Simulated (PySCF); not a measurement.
PySCF 2.14 output of an unrestricted r2SCAN calculation on a single atom or ion in aug-cc-pwCVDZ-PP with ECP28MDF (6s5p4d1f, 48 functions), with scalar relativity through the core potential:

```
SCF conv_tol = 1e-09
number electrons alpha = 14  beta = 12
    J. W. Furness, A. D. Kaplan, J. Ning, J. P. Perdew, and J. Sun.,  J. Phys. Chem. Lett. 11, 8208-8215 (2020)
    J. W. Furness, A. D. Kaplan, J. Ning, J. P. Perdew, and J. Sun.,  J. Phys. Chem. Lett. 11, 9248-9248 (2020)
    J. W. Furness, A. D. Kaplan, J. Ning, J. P. Perdew, and J. Sun.,  J. Phys. Chem. Lett. 11, 8208-8215 (2020)
    J. W. Furness, A. D. Kaplan, J. Ning, J. P. Perdew, and J. Sun.,  J. Phys. Chem. Lett. 11, 9248-9248 (2020)
cycle= 1 E= -329.146350008364  delta_E= -0.00629  |g|= 0.0165  |ddm|= 0.974
cycle= 2 E= -329.14648192276  delta_E= -0.000132  |g|= 0.0135  |ddm|= 0.107
cycle= 3 E= -329.146535541249  delta_E= -5.36e-05  |g|= 0.00133  |ddm|= 0.0472
cycle= 4 E= -329.146538739602  delta_E= -3.2e-06  |g|= 0.00042  |ddm|= 0.0134
cycle= 5 E= -329.146539635523  delta_E= -8.96e-07  |g|= 0.000112  |ddm|= 0.00715
cycle= 6 E= -329.146539711716  delta_E= -7.62e-08  |g|= 1.65e-05  |ddm|= 0.00257
cycle= 7 E= -329.146539712158  delta_E= -4.41e-10  |g|= 9.09e-07  |ddm|= 0.000223
converged SCF energy = -329.146539712158  <S^2> = 2.0030508  2S+1 = 3.0020332
```

The run itself started from symmetry-adapted Hartree-Fock orbitals and held the occupation by maximum overlap, on a logarithmic radial grid, so the iterations belong to that start.

Problem. Which element, charge and spin multiplicity is this?

Solution. Xe (xenon, neutral), multiplicity 3; the state was [Kr] 4d10 5s2 5p5 6s1, high-spin 3P determinant (an excited configuration).

Energies and moments cover only the electrons outside the core potential. The outer electron is Rydberg-like, and this basis confines it to a smaller radius and binds it less than a complete one would.
